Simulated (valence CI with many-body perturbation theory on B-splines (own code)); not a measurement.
E1 line list for Pr8+

Level of theory: relativistic CI+MBPT: five valence electrons over a frozen Dirac-Fock core [Kr] 4d10, a basis of 7 s, 7 p, 7 d, 7 f, 4 g, 2 h functions for each j, with the one-electron correlation potential Σ1, the two-electron term Σ2, the three-electron term Σ3, Breit, model QED; selected CI, second order for the rest (own B-spline code, finite nucleus).

No measured levels were compared; by estimate terms of the open shell hold to a few per cent of their energy, and close levels can change places; configurations with another count of f electrons can be misplaced by thousands of cm⁻¹. Among the levels kept, up to 1800 cm⁻¹ of a level comes from second order outside the variational space, and about a tenth of that is noise between levels of different J, which matters for small intervals. The lowest computed level is not the ground level that NIST lists (°, for many ions itself from theory).

Lines 101 to 150 of 517 in falling wavelength, among levels below 241090 cm⁻¹, chosen from the strongest by gf and those to the six lowest levels. Wavelengths and rates use the calculated energies, so an error of 2000 cm⁻¹ moves a line at 756.9 Å by 1.5 % and its rate by three times that or more. Electric multipoles are in the length gauge, E1 and E2 with the static RPA response of the core. Weak lines are less certain than strong ones. Lines between different terms over intervals too small for the method are left out, as are lines whose strength nearly cancels. Where a level lies close to another of its J and parity, the split of strength between their lines is uncertain. The highest levels of a list are the least certain.

Names give the largest LS component (configuration and term), which can be under half, so a name can repeat, a term be missing and a line seem to break the LS rules; names also repeat where a configuration has a term twice. Letters in brackets count levels of one name in rising energy.

| λ vac (Å) | Upper | Lower | A (s⁻¹) | S (a.u.) with core polarisation | S without |
| --- | --- | --- | --- | --- | --- |
| 756.9 | 4f2.5s.5p2 6I_7/2 | 4f2.5s2.5p 4I°_9/2 | 6.65e+07 | 1.14e-01 | 1.50e-01 |
| 756.1 | 4f2.5s.5p2 4H_7/2 | 4f2.5s2.5p 2H°_9/2 [a] | 5.41e+07 | 9.23e-02 | 1.23e-01 |
| 755.2 | 4f.5s.5p3 2F_7/2 | 4f2.5s2.5p 4F°_5/2 | 3.26e+07 | 5.54e-02 | 7.32e-02 |
| 754.3 | 4f2.5s.5p2 6G_7/2 | 4f2.5s2.5p 4G°_7/2 [a] | 5.75e+07 | 9.75e-02 | 1.28e-01 |
| 754.0 | 4f2.5s.5p2 6F_9/2 | 4f.5s2.5p2 2F°_7/2 [c] | 4.25e+07 | 9.00e-02 | 1.17e-01 |
| 753.6 | 4f.5s.5p3 4H_13/2 | 4f2.5s2.5p 4I°_11/2 | 3.03e+07 | 8.96e-02 | 1.16e-01 |
| 752.5 | 4f.5s.5p3 6F_11/2 | 4f.5s2.5p2 4G°_9/2 | 5.09e+07 | 1.29e-01 | 1.70e-01 |
| 752.5 | 4f.5s.5p3 4P_5/2 [a] | 4f.5s2.5p2 2D°_3/2 [b] | 2.86e+07 | 3.60e-02 | 4.77e-02 |
| 752.4 | 4f.5s.5p3 4F_9/2 | 4f.5s2.5p2 2G°_9/2 [b] | 7.58e+07 | 1.59e-01 | 2.11e-01 |
| 751.3 | 4f2.5s.5p2 6G_5/2 | 4f2.5s2.5p 4G°_5/2 [a] | 2.72e+07 | 3.42e-02 | 4.54e-02 |
| 750.7 | 4f2.5s.5p2 4H_7/2 | 4f2.5s2.5p 2F°_7/2 [a] | 5.60e+07 | 9.36e-02 | 1.21e-01 |
| 750.5 | 4f.5s.5p3 4G_11/2 | 4f.5s2.5p2 2H°_11/2 | 8.05e+07 | 2.02e-01 | 2.68e-01 |
| 749.7 | 4f2.5s.5p2 6I_11/2 | 4f2.5s2.5p 4I°_11/2 | 5.77e+07 | 1.44e-01 | 1.90e-01 |
| 749.0 | 4f2.5s.5p2 6I_9/2 [a] | 4f2.5s2.5p 4I°_9/2 | 7.83e+07 | 1.62e-01 | 2.11e-01 |
| 748.0 | 4f2.5s.5p2 6G_9/2 [a] | 4f2.5s2.5p 2H°_9/2 [a] | 2.61e+07 | 5.40e-02 | 7.05e-02 |
| 747.9 | 4f.5s.5p3 2G_9/2 | 4f.5s2.5p2 2F°_7/2 [c] | 1.73e+07 | 3.57e-02 | 4.75e-02 |
| 747.5 | 4f.5s.5p3 4F_9/2 | 4f.5s2.5p2 2F°_7/2 [b] | 8.18e+07 | 1.69e-01 | 2.23e-01 |
| 747.5 | 4f2.5s.5p2 6G_7/2 | 4f2.5s2.5p 4G°_5/2 [a] | 3.94e+07 | 6.50e-02 | 8.41e-02 |
| 745.2 | 4f2.5s.5p2 6G_9/2 [b] | 4f2.5s2.5p 2H°_9/2 [a] | 1.54e+07 | 3.14e-02 | 4.17e-02 |
| 745.0 | 4f.5s.5p3 4P_1/2 | 4f.5s2.5p2 2P°_1/2 | 1.05e+08 | 4.27e-02 | 5.50e-02 |
| 744.8 | 4f.5s.5p3 4F_7/2 [a] | 4f.5s2.5p2 2F°_7/2 [a] | 7.31e+07 | 1.19e-01 | 1.56e-01 |
| 744.6 | 4f.5s.5p3 6F_5/2 | 4f.5s2.5p2 4G°_7/2 | 1.85e+07 | 2.26e-02 | 3.05e-02 |
| 744.6 | 4f.5s.5p3 6F_7/2 | 4f.5s2.5p2 4G°_7/2 | 9.00e+07 | 1.47e-01 | 1.94e-01 |
| 744.6 | 4f.5s.5p3 4H_11/2 | 4f.5s2.5p2 4F°_9/2 | 7.95e+07 | 1.94e-01 | 2.59e-01 |
| 744.1 | 5s.5p4 2D_5/2 | 4f2.5s2.5p 4F°_5/2 | 3.58e+07 | 4.37e-02 | 5.65e-02 |
| 743.3 | 4f.5s.5p3 4F_7/2 [a] | 4f.5s2.5p2 2F°_5/2 [a] | 3.75e+07 | 6.08e-02 | 7.95e-02 |
| 742.8 | 4f2.5s.5p2 6G_9/2 [a] | 4f2.5s2.5p 2F°_7/2 [a] | 5.90e+07 | 1.19e-01 | 1.55e-01 |
| 742.4 | 4f2.5s.5p2 6I_11/2 | 4f.5s2.5p2 2H°_9/2 | 2.20e+07 | 5.33e-02 | 7.01e-02 |
| 741.0 | 4f.5s.5p3 2H_11/2 | 4f2.5s2.5p 4H°_9/2 [a] | 3.61e+07 | 8.71e-02 | 1.15e-01 |
| 740.0 | 4f2.5s.5p2 6G_9/2 [b] | 4f2.5s2.5p 2F°_7/2 [a] | 4.60e+07 | 9.21e-02 | 1.19e-01 |
| 739.5 | 4f2.5s.5p2 6I_9/2 [a] | 4f.5s2.5p2 4F°_9/2 | 4.31e+07 | 8.61e-02 | 1.13e-01 |
| 739.4 | 5s.5p4 2D_5/2 | 4f2.5s2.5p 4F°_3/2 [a] | 3.95e+07 | 4.73e-02 | 6.24e-02 |
| 739.4 | 4f.5s.5p3 6F_9/2 | 4f.5s2.5p2 4G°_7/2 | 3.73e+07 | 7.45e-02 | 9.84e-02 |
| 738.2 | 4f2.5s.5p2 6I_7/2 | 4f.5s2.5p2 4F°_7/2 | 2.27e+07 | 3.60e-02 | 4.73e-02 |
| 737.8 | 4f.5s.5p3 2F_7/2 | 4f.5s2.5p2 2F°_7/2 [c] | 4.49e+07 | 7.12e-02 | 9.70e-02 |
| 737.3 | 4f.5s.5p3 2D_3/2 | 4f.5s2.5p2 2P°_3/2 | 7.72e+07 | 6.11e-02 | 8.14e-02 |
| 736.1 | 4f.5s.5p3 2G_9/2 | 4f2.5s2.5p 4G°_7/2 [a] | 2.86e+07 | 5.62e-02 | 7.39e-02 |
| 736.0 | 4f.5s.5p3 4P_5/2 [a] | 4f.5s2.5p2 2F°_5/2 [c] | 2.61e+07 | 3.08e-02 | 3.99e-02 |
| 734.7 | 4f.5s.5p3 4D_5/2 | 4f.5s2.5p2 2D°_3/2 [b] | 8.58e+07 | 1.01e-01 | 1.33e-01 |
| 733.6 | 4f2.5s.5p2 4I_9/2 | 4f2.5s2.5p 2H°_9/2 [a] | 6.28e+07 | 1.22e-01 | 1.54e-01 |
| 730.8 | 4f2.5s.5p2 6I_9/2 [a] | 4f.5s2.5p2 4F°_7/2 | 1.39e+08 | 2.68e-01 | 3.50e-01 |
| 730.6 | 4f.5s.5p3 4G_11/2 | 4f.5s2.5p2 4F°_9/2 | 1.65e+08 | 3.82e-01 | 5.01e-01 |
| 729.4 | 5s.5p4 4P_3/2 | 4f.5s2.5p2 2F°_5/2 [a] | 8.61e+07 | 6.60e-02 | 8.19e-02 |
| 728.9 | 4f2.5s.5p2 6G_9/2 [b] | 4f2.5s2.5p 4D°_7/2 [a] | 3.01e+07 | 5.75e-02 | 7.44e-02 |
| 728.8 | 5s.5p4 2D_5/2 | 4f.5s2.5p2 2P°_3/2 | 5.18e+07 | 5.94e-02 | 7.88e-02 |
| 728.6 | 4f2.5s.5p2 4I_9/2 | 4f2.5s2.5p 2F°_7/2 [a] | 2.23e+07 | 4.27e-02 | 5.42e-02 |
| 728.3 | 5s.5p4 4P_1/2 | 4f.5s2.5p2 4D°_1/2 | 2.71e+08 | 1.03e-01 | 1.32e-01 |
| 728.3 | 4f.5s.5p3 4H_13/2 | 4f.5s2.5p2 2H°_11/2 | 1.77e+08 | 4.72e-01 | 6.26e-01 |
| 725.3 | 4f.5s.5p3 2G_7/2 | 4f.5s2.5p2 4F°_7/2 | 3.12e+07 | 4.70e-02 | 6.18e-02 |
| 725.0 | 4f.5s.5p3 2G_7/2 | 4f.5s2.5p2 2F°_5/2 [c] | 1.04e+08 | 1.56e-01 | 2.07e-01 |
